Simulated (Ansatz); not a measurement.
Program: Ansatz. Geometries: PBE0-D4/def2-TZVP. ΔE: electronic, gas phase. CBS: MP2 limit from def2 TZ/QZ plus the TZ coupled-cluster correction, frozen cores. DFT in def2-TZVPP. B3LYP here is the variant with VWN-RPA as its local correlation; programs differ in this. Each species was taken in one conformer, which may not be the lowest.

`CO[SiH](C)Cl` → `C[Si](C)(O)Cl`  (isomerisation)

`CO[SiH](C)Cl`:

Cartesian coordinates in Å:
```
C -1.446 -0.827 0.921
O -0.155 -1.203 0.494
Si 1.047 -0.175 0.101
C 0.622 0.929 -1.326
Cl 1.472 1.039 1.719
H -1.400 -0.228 1.836
H -1.973 -0.256 0.150
H -2.012 -1.737 1.126
H 2.230 -1.021 -0.152
H -0.231 1.570 -1.091
H 0.377 0.333 -2.209
H 1.469 1.575 -1.570
```

`C[Si](C)(O)Cl`:

```xyz
12

C    -0.553    1.335    0.713
Si   -0.094   -0.033   -0.456
C     1.150   -1.215    0.230
O    -1.395   -0.929   -0.901
Cl    0.695    0.874   -2.147
H     0.328    1.918    0.990
H    -1.275    2.016    0.257
H    -0.996    0.923    1.623
H     2.061   -0.691    0.527
H     1.412   -1.968   -0.515
H     0.743   -1.726    1.107
H    -2.075   -0.505   -1.427
```

CCSD(T)/CBS gives -1.13 eV.

**Question.** Another level gave -1.10 eV. Which?
A. CCSD(T)/def2-TZVPP
B. r2SCAN0-D4/def2-TZVPP
C. HF/def2-TZVPP
D. B3LYP/def2-TZVPP

**Answer.** A. CCSD(T)/def2-TZVPP -1.10, r2SCAN0-D4 -1.15, B3LYP -1.03, HF/def2-TZVPP -0.96 eV.

Largest T1 diagnostic among the species: 0.010.

At CCSD(T), def2-SVP lies +0.22 eV from the extrapolated value and def2-TZVPP +0.03 eV. In def2-TZVPP, CCSD(T) changes the Hartree–Fock value by −0.14 eV (the triples alone add −0.01 eV) and MP2 by −0.21 eV.
